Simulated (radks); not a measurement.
Results of a calculation; reference values are marked as such.
Problem. Valence configurations of Yb (all share [Xe]). Code: a radial shooting solver on a logarithmic mesh with Libxc functionals. Model: Dirac Kohn-Sham, PBE, spin-unpolarised, spherical densities, finite nucleus; open shells are shared between the two j in proportion to 2j + 1; Fermi nuclear charge, rms radius 5.3108 fm. Order these by energy: 4f14 6s2; 4f13.5 5d0.5 6s2; 4f12 5d2 6s2; 4f14 6s1 6p1; 4f14 6s1.5 6p0.5; 4f13 5d2 6s1; 4f14 5d0.5 6s1.5; 4f14 5d1.5 6s0.5; 4f14 5d2; 4f14 5d1 6s1.

Solution. From the lowest, in eV above it: 4f14 6s2 0.000; 4f14 6s1.5 6p0.5 1.426; 4f14 5d0.5 6s1.5 1.624; 4f13.5 5d0.5 6s2 1.809; 4f14 6s1 6p1 2.906; 4f14 5d1 6s1 3.252; 4f14 5d1.5 6s0.5 4.880; 4f14 5d2 6.506; 4f13 5d2 6s1 7.778; 4f12 5d2 6s2 15.614. NIST lists [Xe] 4f14 6s2 as the ground configuration; this level of theory agrees among the configurations tried. The energies are those of spherical spin-averaged densities, not of single terms.
